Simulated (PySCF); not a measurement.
Species: C₈H₉FO.
Atom-mapped SMILES: `[CH3:1][O:2][c:3]1[cH:4][cH:5][c:6]([CH2:7][F:8])[cH:9][cH:10]1`

Geometry (GFN2-xTB, Å), atoms numbered from 1 in this order:
```xyz
19
C8H9FO angstrom
C     -3.341    0.497    0.106
O     -2.431   -0.314   -0.597
C     -1.106   -0.210   -0.302
C     -0.252   -1.040   -1.033
C      1.106   -1.014   -0.811
C      1.651   -0.160    0.144
C      3.139   -0.154    0.362
F      3.517    0.741    1.331
C      0.804    0.662    0.867
C     -0.565    0.642    0.652
H     -3.145    1.561   -0.062
H     -4.325    0.246   -0.288
H     -3.319    0.288    1.181
H     -0.684   -1.698   -1.770
H      1.756   -1.660   -1.383
H      3.671    0.134   -0.553
H      3.494   -1.139    0.690
H      1.213    1.328    1.611
H     -1.192    1.297    1.235
```

NICS is the negative of the GIAO shielding at a point without a nucleus: at the ring centre (0) and 1 Å above and below it (1); zz is the component along the ring normal. Level: GIAO PBE0/pcSseg-1 (PySCF, non-relativistic, gas phase) on the GFN2-xTB geometry, one conformer.

Ring bond lengths (Å), with Mayer bond orders in brackets: C3–C4 1.397 (1.38), C4–C5 1.377 (1.49), C5–C6 1.392 (1.36), C6–C9 1.384 (1.44), C9–C10 1.386 (1.42), C10–C3 1.389 (1.37).

Q: What do the NICS probes read (ppm)?

A: 
```tsv
ring	type	NICS(0)	NICS(1), two faces	NICS(1)zz, two faces	rms pucker (Å)	centre to ring atoms, mean (Å)
C3–C4–C5–C6–C9–C10	6-membered carbocycle; formal bonds all aromatic	-9.3	-11.0 / -11.0	-26.9 / -26.9	0.00	1.39
```

Q: What can be read from them?

A: 
- C3–C4–C5–C6–C9–C10: mean NICS(1)zz -26.9 ppm, shielded. The ring is flat and has no four-coordinate atom; by the NICS criterion it is aromatic.

Q: And the bond-length index? HOMA = 1 − mean of α(R − Ropt)² over the ring bonds, with Krygowski's 1993 parameters (CC: Ropt 1.388 Å, α 257.7 Å⁻²).

A: 
- C3–C4–C5–C6–C9–C10: HOMA 0.99 = 1 − EN − GEO, with mean bond length 1.387 Å, EN = α(Ropt − mean)² = 0.000 and GEO = α × variance = 0.011. The geometric and the magnetic index point the same way.

Q: At the first NICS(1) probe listed for ring C3–C4–C5–C6–C9–C10, 1 Å off the ring, what do the in-plane components average?

A: The isotropic value is a third of the trace: (3 × -11.0 − (-26.9))/2 = -3.1 ppm.
